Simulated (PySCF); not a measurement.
Screening by computed properties: pick the candidate that meets the target.

All species are isolated and taken at one optimised geometry, non-relativistic unless stated. Electronic properties by PySCF.

Dipoles, sizes and rotational constants follow the conformer. The torsions of the flexible species, by atom-mapped SMILES:
- `[CH3:1]/[C:2]([CH:3]=[O:4])=[N:5]\[NH:6][SiH2:7][O:8][SiH3:9]`: C1–C2–C3–O4 0°, C2–N5–N6–Si7 180°, N5–N6–Si7–O8 180°, N6–Si7–O8–Si9 180°
- `[CH3:1][C:2](=[O:3])[CH2:4][S:5][S:6][CH2:7][SiH3:8]`: C1–C2–C4–S5 88°, C2–C4–S5–S6 -80°, C4–S5–S6–C7 -87°, S5–S6–C7–Si8 -166°
- `[CH3:1][O:2][C@@H:3]([C:4]#[N:5])[Si@H:6]([NH2:7])[O:8][SiH3:9]`: C1–O2–C3–C4 66°, O2–C3–Si6–N7 -57°, C3–Si6–O8–Si9 80°, H–N7–Si6–C3 41°, H–N7–Si6–C3 -177°
- `[CH3:1]/[C:2](=[CH:3]/[S@:4]([CH3:5])=[O:6])[S:7][SiH3:8]`: C2–C3–S4–C5 68°, C1–C2–S7–Si8 -132°

Question: Wanted: dipole moment above 4.6 D (PBE0/pcSseg-1) and smallest rotational constant above 0.4 GHz (GFN2-xTB), at GFN2-xTB geometries. Which candidate meets both?
A. `C/C(C=O)=N\N[SiH2]O[SiH3]`
B. `[S@](/C=C(/C)S[SiH3])(C)=O`
C. `CO[C@@H](C#N)[Si@H](N)O[SiH3]`
D. `CC(=O)CSSC[SiH3]`

Answer: B. Computed values:
| species | dipole moment | smallest rotational constant |
| --- | --- | --- |
| CO[C@@H](C#N)[Si@H](N)O[SiH3] | 2.93 D | 0.598 GHz |
| CC(=O)CSSC[SiH3] | 4.49 D | 0.470 GHz |
| [S@](/C=C(/C)S[SiH3])(C)=O | 4.67 D | 0.830 GHz |
| C/C(C=O)=N\N[SiH2]O[SiH3] | 5.29 D | 0.341 GHz |
